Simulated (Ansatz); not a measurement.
The inner images of a band of AlClH6OSi (10 atoms, charge 0, multiplicity 1) are given out of order.

Level of theory: RKS PBE0-D4/def2-SVP (Ansatz).

First end point:

```xyz
10
Properties=species:S:1:pos:R:3
Si 0.246 0.077 0.380
H 0.854 0.833 1.513
H 1.138 0.106 -0.799
H -1.131 0.553 0.124
Cl -0.985 -2.024 -1.651
O 0.207 -1.538 1.032
Al -0.344 -3.168 0.077
H 1.017 -3.966 -0.114
H -1.514 -3.729 0.997
H 0.482 -1.623 1.955
```

Last end point:

```xyz
10
Properties=species:S:1:pos:R:3
Si -0.092 -0.622 -0.194
H 1.050 0.912 2.319
H 1.105 0.057 -0.746
H -1.147 0.338 0.211
Cl -0.932 -1.776 -1.808
O 0.197 -1.842 0.838
Al -0.313 -3.423 0.214
H 0.819 -4.339 -0.405
H -1.727 -3.940 0.699
H 1.009 0.154 2.386
```

Q: Put them in order from the first end to the last, with their energies above the first end.
A.
```xyz
10
Properties=species:S:1:pos:R:3
Si 0.145 -0.034 0.257
H 0.752 0.562 1.513
H 1.136 0.195 -0.810
H -1.207 0.546 0.151
Cl -0.833 -1.852 -1.494
O 0.244 -1.579 1.071
Al -0.304 -3.218 0.185
H 0.984 -4.084 -0.140
H -1.593 -3.802 0.900
H 0.643 -1.214 1.880
```
B.
```xyz
10
Properties=species:S:1:pos:R:3
Si -0.046 -0.429 0.043
H 0.808 0.401 1.712
H 1.069 0.224 -0.693
H -1.183 0.492 0.313
Cl -0.896 -1.739 -1.538
O 0.221 -1.737 1.001
Al -0.229 -3.293 0.263
H 1.015 -4.106 -0.278
H -1.558 -3.907 0.857
H 0.768 -0.386 1.834
```
C.
```xyz
10
Properties=species:S:1:pos:R:3
Si -0.067 -0.582 -0.132
H 0.935 0.770 2.086
H 1.180 0.060 -0.614
H -1.122 0.411 0.187
Cl -0.817 -1.735 -1.791
O 0.110 -1.808 0.921
Al -0.302 -3.395 0.253
H 0.913 -4.258 -0.279
H -1.721 -3.970 0.647
H 0.859 0.026 2.235
```
D.
```xyz
10
Properties=species:S:1:pos:R:3
Si 0.039 -0.267 0.134
H 0.771 0.334 1.589
H 1.115 0.221 -0.754
H -1.190 0.543 0.262
Cl -0.857 -1.759 -1.458
O 0.255 -1.666 1.079
Al -0.259 -3.244 0.262
H 0.984 -4.096 -0.223
H -1.581 -3.847 0.888
H 0.691 -0.699 1.733
```
E.
```xyz
10
Properties=species:S:1:pos:R:3
Si -0.068 -0.519 -0.046
H 0.808 0.577 1.925
H 1.128 0.171 -0.590
H -1.164 0.433 0.263
Cl -0.814 -1.719 -1.698
O 0.158 -1.776 0.962
Al -0.235 -3.348 0.243
H 1.013 -4.164 -0.284
H -1.624 -3.956 0.689
H 0.767 -0.177 2.050
```

A: A (+9.2 kcal/mol), D (+36.3 kcal/mol), B (+21.7 kcal/mol), E (+13.1 kcal/mol), C (+10.4 kcal/mol).

Run time: 7.4 min on 2 threads of Intel(R) Xeon(R) Platinum 8259CL CPU @ 2.50GHz (Skylake/Cascade Lake), on a shared host, peak memory 0.24 GiB.
